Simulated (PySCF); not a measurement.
How methods differ on the ionisation energy of Re⁺

Re⁺ [Xe] 4f14 5d5 6s1 (7S) → Re²⁺ [Xe] 4f14 5d5 (6S), as a difference of total energies. All numbers are calculated (PySCF 2.14, scalar relativity through the core potential, in aug-cc-pVQZ-PP with ECP60MDF). Correlated levels: valence: 5s2 5p6 frozen. The calculations carry no spin-orbit coupling.

```csv
method,ionisation energy (eV)
UHF,15.727
LDA,17.373
PBE,17.077
PBE0,16.829
r2SCAN,17.152
r2SCAN0,16.945
PBEsol,17.147
PW91,17.154
MP2 (valence),16.372
SCS-MP2 (valence),15.942
```

Q: How much does correlation contribute at MP2 (valence)?

A: 16.372 − (15.727) = 0.645 eV, measured against UHF.

For comparison: 16.6 ± 0.5 eV (semi-empirical (NIST evaluation); NIST Atomic Spectra Database, ionization energies).
